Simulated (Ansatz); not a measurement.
SiPt₃. Total charge 0; quintet. Geometry PBE0-D4/def2-SVP; atoms count from 1.

```
atom   x (Å)   y (Å)   z (Å)
 Pt1  -0.136   1.234   1.055
 Pt2   0.518   0.441  -1.480
 Pt3  -1.278  -1.010  -0.014
 Si4   0.896  -0.665   0.440
```

In the def2 sets Pt takes a core potential; there is no spin–orbit coupling. At PBE0-D4/def2-TZVP a broken-symmetry singlet of charge 0 lies 0.79 eV below the quintet, each at its own geometry. The structure comes from a short search, and lower isomers may exist.

**Question.** Estimate the Mulliken populations from the PBE0/def2-TZVP orbitals of Ansatz.

**Answer.** 
| atom | charge (e) | spin (α − β) | d electrons |
| --- | --- | --- | --- |
| Pt1 | 0.09 | 1.13 | 8.83 |
| Pt2 | 0.09 | 1.13 | 8.83 |
| Pt3 | 0.09 | 1.13 | 8.83 |
| Si4 | -0.26 | 0.61 | – |
Mulliken values depend strongly on the basis.

**Question.** Where does the spin sit?

**Answer.** Summed by element: Pt 3.39, Si 0.61, of 4 unpaired in all. Largest on single atoms: Pt3 1.13, Pt1 1.13, Pt2 1.13.

**Question.** And the Mayer bond orders between heavy atoms (over 0.3)?

**Answer.** Pt1–Pt2 0.56 (2.74 Å); Pt1–Pt3 0.56 (2.74 Å); Pt1–Si4 1.23 (2.25 Å); Pt2–Pt3 0.56 (2.74 Å); Pt2–Si4 1.23 (2.25 Å); Pt3–Si4 1.23 (2.25 Å).
